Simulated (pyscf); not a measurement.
PySCF, gas phase, ωB97X-D3(BJ)/def2-SVP geometries.

How much does it cost (ΔH, 298 K, ωB97M-D3(BJ)/def2-TZVP) to split H₂Ga–As(GaH₂)–GaH₂ at its As–Ga bond into GaH₂• + H₂Ga–As•–GaH₂?

As–Ga to GaH₂• + H₂Ga–As•–GaH₂: 66.7 kcal/mol. The 7 functionals that were run give +65.7 (PBE) to +76.7 kcal/mol (ωB97X-D3(BJ)). The radicals are drawn with the spin at the cut bond; how far it spreads was not checked. Other isomers of H₂Ga–As•–GaH₂ were not searched in full and may lie lower. Elements up to Kr have no core potential and no relativistic terms here.
